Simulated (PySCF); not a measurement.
A PySCF script (with the pyscf-properties extension) for the NMR shieldings of `CO[BH2-]F`, [CH5BFO]-, on a GFN2-xTB geometry:

```python
import basis_set_exchange as bse
import numpy as np
from pyscf import gto, dft
from pyscf.prop import nmr

atoms = """
C    -1.175453    0.031595   -0.260025
O    -0.018872    0.767752   -0.366844
B     1.181562    0.122690    0.238973
F     1.485335   -1.104199   -0.461068
H    -2.004050    0.598399   -0.714773
H    -1.439512   -0.179185    0.795069
H    -1.103475   -0.942677   -0.773662
H     2.109089    0.890643    0.098580
H     0.978940   -0.179025    1.418571
"""
names = dict.fromkeys(["C", "O", "B", "F", "H"], "pcSseg-1")
basis = {el: gto.basis.parse(bse.get_basis(n, elements=[el], fmt="nwchem")) for el, n in names.items()}
mol = gto.M(atom=atoms, basis=basis, charge=-1, verbose=0)
mf = dft.RKS(mol, xc="PBE0")
mf.grids.level = 2
mf.grids.alignment = dft.numint.BLKSIZE   # the property module wants whole blocks of grid points
mf.conv_tol = 1e-9
mf.kernel()

calc = nmr.RKS(mf)   # GIAO
C = mf.mo_coeff
Co = C[:, mf.mo_occ > 0]
resp = mf.gen_response(singlet=True, hermi=2)
def vind(x):   # induced exchange potential for any number of trial vectors
    d = np.einsum("pi,xij,qj->xpq", C, 2 * x.reshape(-1, C.shape[1], Co.shape[1]), Co, optimize=True)
    return np.einsum("xpq,pi,qj->xij", resp(d - d.transpose(0, 2, 1)), C, Co, optimize=True).ravel()
mo1, _ = nmr.rhf.solve_mo1(calc, with_cphf=vind)
sigma = calc.kernel(mo1)
for i, s in enumerate(sigma):   # ppm
    w = np.linalg.eigvalsh((s + s.T) / 2)
    print("%2d %-2s iso %8.1f  s11 %8.1f  s22 %8.1f  s33 %8.1f" % (i, mol.atom_pure_symbol(i), w.mean(), *w))
```

Q: Give the expected output.

A: 
```
 0 C  iso    129.0  s11     94.5  s22    113.0  s33    179.5
 1 O  iso    298.7  s11    211.0  s22    332.2  s33    352.7
 2 B  iso     98.8  s11     92.2  s22     93.9  s33    110.2
 3 F  iso    396.5  s11    318.1  s22    390.9  s33    480.6
 4 H  iso     28.3  s11     24.3  s22     26.4  s33     34.1
 5 H  iso     28.5  s11     25.2  s22     26.6  s33     33.7
 6 H  iso     27.7  s11     23.4  s22     26.1  s33     33.4
 7 H  iso     28.4  s11     25.7  s22     28.4  s33     31.2
 8 H  iso     28.4  s11     25.7  s22     28.6  s33     31.0
```

These numbers come from an equivalent density-fitted implementation of the same equations, which agrees with the script to about 0.01 ppm for H and up to a few tenths of a ppm for heavy atoms, so last digits may differ.

Size and cost of the density-fitted run: 93 basis functions, 4.1 s wall time on 1 thread of an Arm Neoverse V2, shared host; peak memory 0.42 GiB.
